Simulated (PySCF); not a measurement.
Energy of Sc (scandium, neutral) between two integer charges

The 4s beta orbital of [Ar] 3d1 4s2 is emptied in steps (occupation f), with all orbitals relaxed, ending at [Ar] 3d1 4s1. All numbers are calculated (PySCF 2.14, the non-relativistic Hamiltonian (point nucleus), in def2-TZVP). The exact energy is a straight line in f; departures are measured from the line between the end points of the same method.

| f | BLYP (eV) |
| --- | --- |
| 1 | 0.000 |
| 0.8 | -0.409 |
| 0.6 | -0.615 |
| 0.4 | -0.612 |
| 0.2 | -0.397 |
| 0 | 0.000 |

```tsv
method	E(f=0) − E(f=1) (eV)	−ε at f=1 (eV)	−ε at f=0.4 (eV)
BLYP	6.360	3.822	6.914
```

Orbital energy along the path (eV):

```csv
f,BLYP
1,-3.822
0.8,-4.817
0.6,-5.845
0.4,-6.914
0.2,-7.928
0,-8.701
```

Reference removal energy between the ground levels: 6.561 eV (measured; NIST Atomic Spectra Database, ionization energies). The calculation has no spin-orbit coupling.
